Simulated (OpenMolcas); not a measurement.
**Computed transition rates of Cl II**

- Program: OpenMolcas 26.06
- Method: SS-RASPT2, IPEA 0.25 Eh, imaginary shift 0.1 Eh (closed shells correlated: 2s 2p)
- Basis: ANO-RCC [8s7p5d4f2g]
- Scalar Hamiltonian: DKH2, point nucleus
- Active space: 6 electrons in 9 orbitals (RAS2 3s 3p; RAS3 3d, at most 2 electrons)
- State averaging: 2S+1 = 3 even, 3 roots; 2S+1 = 1 even, 6 roots; 2S+1 = 3 odd, 3 roots; 2S+1 = 1 odd, 3 roots
- Spin-orbit coupling: RASSI with atomic mean-field integrals over the reference wave functions, term energies averaged over their components

Rates come from the transition moments of the reference wave functions (E1 and E2 in the length form). At fixed line strength A goes as λ^-3 for E1 and M1 and as λ^-5 for E2, so a rate at the computed wavelength can be rescaled to the measured one. Measured vacuum wavelengths follow from level energies in NIST Handbook of Basic Atomic Spectroscopic Data. Branching counts decays inside the model space alone, at computed energies, and the table is only a selection of the E2 and M1 lines, drawn from those between levels with measured partners whose computed energy lies within a factor of 1.5 of the measured one.

| Upper | Lower | Type | λ computed (nm) | λ measured (nm) | A computed (s-1) | A rescaled (s-1) | Branching % |
| --- | --- | --- | --- | --- | --- | --- | --- |
| 3s² 3p⁴ ¹S₀ | 3s² 3p⁴ ¹D₂ | E2 | 617 | 616.4 | 1.97e+00 | 1.98e+00 | 64.1 |
| 3s² 3p⁴ ¹S₀ | 3s² 3p⁴ ³P₁ | M1 | 367.2 | 367.9 | 1.09e+00 |  | 35.5 |
| 3s² 3p⁴ ¹D₂ | 3s² 3p⁴ ³P₂ | M1 | 857.9 | 858.1 | 8.88e-02 |  | 77.6 |
| 3s² 3p⁴ ¹D₂ | 3s² 3p⁴ ³P₁ | M1 | 906.7 | 912.6 | 2.51e-02 |  | 21.9 |
| 3s² 3p⁴ ³P₁ | 3s² 3p⁴ ³P₂ | M1 | 15930 | 14370 | 5.57e-03 | 7.59e-03 | 100.0 |
| 3s² 3p⁴ ³P₀ | 3s² 3p⁴ ³P₁ | M1 | 35860 | 33280 | 1.17e-03 | 1.46e-03 | 100.0 |

Spin-changing lines and M1 lines between different terms are not rescaled, since their strength hangs on the term gaps too.

The largest correction is for 3s² 3p⁴ ³P₁ → 3s² 3p⁴ ³P₂ (M1): 5.57e-03 × (15930 / 14370)^3 = 7.59e-03 s-1, a factor of 1.36.

No measured rate stands beside these. Rescaling mends the energy factor alone: line strengths can still be far off where a level mixes with configurations outside the active space, and weak or spin-changing lines hang on small mixing coefficients that depend on the term gaps too, so rescaling need not improve them.

CASPT2 does not keep the components of a term degenerate, so their means are used; among the terms shown or strongly mixed into the levels shown the widest spread is 34 cm-1 (3s² 3p⁴ ¹D). The run also gave levels led by 3s² 3p³ 3d, which use shells meant for correlation; these and all levels above them are left out. Computed and measured levels are paired by configuration, term and J; levels that our copy of the source lacks, or whose pairing is in doubt (as where it misses far off the trend of its configuration), stay unpaired. Only configurations of the active space appear.
